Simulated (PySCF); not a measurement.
A structure optimised at PBE0-D3(BJ)/def2-SVP, used in a PySCF frequency run:

```
Si
O 1 1.6574
H 2 0.9616 1 115.04
N 1 1.6981 2 104.11 3 150.73
H 4 1.0120 1 120.60 2 174.20
H 4 1.0125 5 112.89 1 -152.60
N 1 1.7052 2 119.98 3 -88.01
H 7 1.0118 1 121.36 2 88.84
H 7 1.0135 8 112.92 1 154.08
Br 1 2.2606 2 104.87 3 26.75
```
Charge 0, spin multiplicity 1.

Problem. Write its SMILES and formula.

Solution. N[Si](N)(O)Br, BrH₅N₂OSi

Problem. What are its rotational constants (standard atomic weights)?

Solution. 3.7238, 1.5171, 1.4529 GHz
